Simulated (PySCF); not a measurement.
Vertical excitations of a molecule C5H6Si from TDA-B3LYP/def2-SVPD (PySCF), as energy in eV (oscillator strength): 5.78 (0.000), 5.89 (0.000), 5.94 (0.002), 6.00 (0.000), 6.13 (0.009), 6.21 (0.001), 6.59 (0.000), 6.63 (0.032), 6.83 (0.035), 6.96 (0.001). Lowest triplet (TDA): 4.85 eV. The structure is a stationary point at B3LYP-D3(BJ)/def2-SVP. Other conformers were not sampled.

Task: Pick the molecule that these values belong to.
(A) C#CC=C=C[SiH3]
(B) C#CC1=C[SiH2]C1
(C) C=C=CC#C[SiH3]
(D) C#C[SiH2]C#CC

Result: D, C#C[SiH2]C#CC
